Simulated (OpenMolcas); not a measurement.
Os6+ among 4 point charges of -1 e arranged as a square (D4h).

| Property | Result |
| --- | --- |
| Program | OpenMolcas |
| Method | CASSCF |
| Basis | ANO-RCC-VDZP [7s6p4d2f1g] |
| Scalar Hamiltonian | DKH2, point nucleus |
| Active space | 2 electrons in 5 orbitals (5d) |
| State averaging | 2S+1 = 3 even, 10 roots; 2S+1 = 1 even, 15 roots |
| Spin-orbit coupling | state interaction with AMFI integrals over the reference wave functions |

All point charges move together. At R = 1.95 Å the first state of the same spin is 1131 cm-1, and at R = 2.16 Å it is 857.7 cm-1.

Problem. A third run gives 1282 cm-1. What distance was it run at?

Solution. With a power law R^-n the two known points give n = -ln(857.7 / 1131) / ln(2.16 / 1.95) = 2.70. Then R = 1.95 × (1131 / 1282)^(1/2.70) = 1.862 Å. The run was at 1.85 Å, so the estimate is off by +0.012 Å.

Without dynamic correlation the repulsion within the d shell is too large (B by tens of per cent), so at a given field states of lower spin stand too high. Spin-orbit coupling mixes the spin-free states strongly: the lowest level takes only 53 % from its leading state, 3E, which lies 1282 cm-1 above the lowest spin-free state (figures for R = 1.85; the like holds for R = 1.95, R = 2.16). This is an electrostatic model: the charges have no orbitals. No measured value stands beside these numbers.
